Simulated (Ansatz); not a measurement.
```xyz
11

C    -1.151    0.316   -2.070
Ga   -1.675    0.945   -0.181
Ge    1.103   -0.239    2.050
O     0.212   -0.287    0.481
H    -0.156    0.692   -2.343
H    -1.851    0.667   -2.835
H    -1.124   -0.779   -2.128
H     2.321    0.682    1.880
H     0.072    0.314    3.030
H     1.541   -1.673    2.380
H     0.707   -0.639   -0.266
```

The species carries charge 0 and has multiplicity 1. The bonds changed during the relaxation, so this is another structure than the one it started from.

Task: List the r2SCAN/def2-TZVPP orbital energies in eV (Ansatz). (An estimate is asked.)

Result: Ansatz gave: Occupied: -10835.14, -10120.92, -1350.21, -1243.08, -1200.27, -1200.25, -1200.25, -1099.48, -1099.47, -1099.39, -516.68, -271.62, -168.43, -146.60, -118.18, -118.08, -118.08, -99.48, -99.44, -99.15, -31.59, -31.40, -31.40, -31.32, -31.32, -26.66, -19.09, -19.08, -18.93, -18.87, -18.84, -16.75, -15.32, -12.74, -10.62, -9.97, -9.25, -9.21, -9.12, -8.22, -7.79, -4.21. Lowest empty: -1.24, -1.20, 0.25, 0.46, 0.97, 1.10, 1.26, 2.22.
